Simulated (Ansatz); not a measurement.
Consider the redistribution: `[OH][Mg-]1[O]C=CC=[O+]1` + `[OH][Ti]([OH])([F])[F]` → `[OH][Mg][OH]` + `[OH][Ti-]1([F])([F])[O]C=CC=[O+]1`.

Isolated molecules relaxed with PBE0-D4/def2-TZVP in Ansatz; ΔE leaves out vibrations. CCSD(T)/CBS adds triple-zeta CCSD(T) − MP2 to the extrapolated MP2 energy (def2 sets, frozen cores). DFT in def2-TZVPP. For Mg, Ti outer-core shells are correlated without core-valence functions, which leaves a few kJ/mol of doubt a bond. Scalar relativity is left out up to krypton. One conformer a species, not always the lowest.

`[OH][Mg-]1[O]C=CC=[O+]1`:

Cartesian coordinates in Å:
```
O -2.105 1.118 2.384
Mg -0.990 0.506 1.133
O -0.248 1.376 -0.436
C 0.540 0.836 -1.259
C 1.029 -0.470 -1.210
C 0.696 -1.378 -0.207
O -0.069 -1.170 0.775
H -2.570 0.892 3.180
H 0.872 1.463 -2.097
H 1.702 -0.794 -1.992
H 1.142 -2.380 -0.270
```

`[OH][Ti]([OH])([F])[F]`:

Cartesian coordinates in Å:
```
O 0.726 -1.235 0.801
Ti -0.074 0.205 0.131
O -0.266 -0.048 -1.619
F -1.635 0.466 0.899
F 0.875 1.652 0.452
H 1.011 -1.504 1.675
H -0.637 0.464 -2.339
```

`[OH][Mg][OH]`:

```xyz
5

O     0.244    1.057   -1.394
Mg    0.003    0.000    0.000
O    -0.231   -1.059    1.395
H     0.337    1.266   -2.313
H    -0.353   -1.264    2.312
```

`[OH][Ti-]1([F])([F])[O]C=CC=[O+]1`:

Z-matrix (Å, degrees):
```
Ti
C 1 3.004
F 1 1.772 2 104.3
O 1 1.973 2 17.6 3 1.3
F 1 1.761 2 122.7 3 109.1
C 1 3.048 2 46.7 3 178.2
O 1 1.786 2 112.9 3 -105.7
O 1 2.048 2 64.1 3 176.8
H 1 2.437 2 121.4 3 -85.9
C 2 1.378 1 97.9 3 -179.4
H 2 1.095 1 143.0 3 1.7
H 6 1.097 1 145.6 2 179.3
H 10 1.080 2 120.0 1 -178.8
```

```json
{"level": "PBE0-D4", "ΔE (kJ/mol)": "107.7", "difference from CCSD(T)/CBS": "11.4"}
{"level": "r2SCANh-D4", "ΔE (kJ/mol)": "102.8", "difference from CCSD(T)/CBS": "6.5"}
{"level": "CAM-B3LYP-D4", "ΔE (kJ/mol)": "104.0", "difference from CCSD(T)/CBS": "7.7"}
{"level": "ωB97X-V", "ΔE (kJ/mol)": "106.0", "difference from CCSD(T)/CBS": "9.7"}
{"level": "PBE-QIDH", "ΔE (kJ/mol)": "105.4", "difference from CCSD(T)/CBS": "9.1"}
{"level": "PBE", "ΔE (kJ/mol)": "110.5", "difference from CCSD(T)/CBS": "14.2"}
{"level": "revPBE", "ΔE (kJ/mol)": "117.0", "difference from CCSD(T)/CBS": "20.7"}
{"level": "r2SCAN0", "ΔE (kJ/mol)": "105.6", "difference from CCSD(T)/CBS": "9.3"}
{"level": "CAM-B3LYP", "ΔE (kJ/mol)": "108.5", "difference from CCSD(T)/CBS": "12.2"}
{"level": "LC-ωPBE", "ΔE (kJ/mol)": "110.3", "difference from CCSD(T)/CBS": "14.0"}
{"level": "RPA@PBE/def2-TZVPP", "ΔE (kJ/mol)": "103.9", "difference from CCSD(T)/CBS": "7.6"}
{"level": "HF/def2-SVP", "ΔE (kJ/mol)": "118.8", "difference from CCSD(T)/CBS": "22.5"}
{"level": "CCSD/def2-SVP", "ΔE (kJ/mol)": "110.2", "difference from CCSD(T)/CBS": "13.9"}
{"level": "CCSD/def2-TZVPP", "ΔE (kJ/mol)": "100.9", "difference from CCSD(T)/CBS": "4.6"}
{"level": "CCSD(T)/def2-TZVPP", "ΔE (kJ/mol)": "97.2", "difference from CCSD(T)/CBS": "0.9"}
{"level": "MP2/def2-QZVPP", "ΔE (kJ/mol)": "101.6", "difference from CCSD(T)/CBS": "5.3"}
{"level": "CCSD(T)/CBS", "ΔE (kJ/mol)": "96.3", "difference from CCSD(T)/CBS": "0"}
```

Largest T1 diagnostic among the species: 0.023, so the coupled-cluster value is less sure than usual.

The D4 term adds −7.2 kJ/mol with B3LYP and −4.2 kJ/mol with PBE0; it sums over pairs of atoms, weighted by their polarisabilities, and B3LYP, whose exchange is more repulsive, gets the larger term. At CCSD(T), def2-SVP lies +10.2 kJ/mol from the extrapolated value and def2-TZVPP +0.9 kJ/mol. Leaving LDA and LC-ωPBE aside and taking each functional with its dispersion term where it has one, the values, not all of them listed here, spread over 8.0 kJ/mol, from B97M-V to HSE06-D4. LDA lies −14.7 kJ/mol from PBE without D4.

CCSD(T)/CBS has its own doubt, a few kJ/mol and more with outer-core shells, so smaller differences from it don't rank the levels.

B3LYP here is the variant with VWN-RPA as its local correlation; programs differ in this.
